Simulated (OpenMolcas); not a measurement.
Computed levels of 3s² 3p² in ions with 14 electrons, in cm-1 above ³P₀.

- Program: OpenMolcas 26.06
- Method: CASSCF
- Basis: ANO-R3
- Scalar Hamiltonian: X2C, finite nucleus
- Spin-orbit coupling: RASSI with atomic mean-field integrals over the reference wave functions, term energies averaged over their components

Active space for each ion: 2 electrons in 3 orbitals (3p).

```tsv
Level	P+	Cl3+	Ar4+
³P₁	146	445	694
³P₂	424	1246	1903
¹D₂	11618	16826	19463
¹S₀	28340	40585	46468
```

Task: Estimate ³P₂, ¹D₂, ¹S₀ for S2+ from its neighbours P+ and Cl3+.

Result: ³P₂ is fine structure, which grows about as the fourth power of a screened charge, so the fourth roots are averaged: ((424^0.25 + 1246^0.25) / 2)^4 = 754. The calculation gives 765, so the estimate is off by -1.4 %; the measured value is 833 (NIST levels in Podobedova, Kelleher and Wiese, J. Phys. Chem. Ref. Data 38, 171 (2009)).
¹D₂ is another term, which grows about linearly with the charge: (11618 + 16826) / 2 = 14222. The calculation gives 14263, so the estimate is off by -0.3 %; the measured value is 11323 (NIST levels in Podobedova, Kelleher and Wiese, J. Phys. Chem. Ref. Data 38, 171 (2009)).
¹S₀ is another term, which grows about linearly with the charge: (28340 + 40585) / 2 = 34462. The calculation gives 34658, so the estimate is off by -0.6 %; the measured value is 27161 (NIST levels in Podobedova, Kelleher and Wiese, J. Phys. Chem. Ref. Data 38, 171 (2009)).

With the s shell closed, the reference lacks s² → p² mixing. Without dynamic correlation excited terms often stand tens of per cent too high (terms of higher spin than the ground term too low), and those without a measured partner can miss by more than the paired ones (holds for P+). Computed and measured levels are paired by configuration, term and J; levels that our copy of the source lacks, or whose pairing is in doubt (as where it misses far off the trend of its configuration), stay unpaired and out of the deviations. Only configurations of the active space appear.
